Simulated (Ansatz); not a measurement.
A structure relaxed at r2SCAN-D4/def2-SVP in Ansatz, charge 0, singlet:

```csv
atom,x (Å),y (Å),z (Å)
Mg1,0.0799,-0.4510,-1.6701
Mg2,1.5275,0.7341,0.3555
Te3,-0.2791,-1.4107,1.0254
Te4,-1.3283,1.1276,0.2891
```

Q: Give its formula and point group.

A: Mg₂Te₂. Point group C2v (tolerance 0.1 Å).

Q: Summarise the bond lengths by kind (pairs closer than 1.2 times the sum of covalent radii, bridged metal pairs left out).

A: 4 × Mg–Te 2.88 Å; 1 × Te–Te 2.84 Å.

In the def2 sets Te takes a core potential; there is no spin–orbit coupling. The restricted singlet is unstable towards broken spin symmetry in Hartree–Fock (as tested in another run); at r2SCAN-D4/def2-SVP this wasn't settled. Another isomer (singlet) lies 2.03 eV lower at PBE0-D4/def2-TZVP; other spin states weren't run for this one.
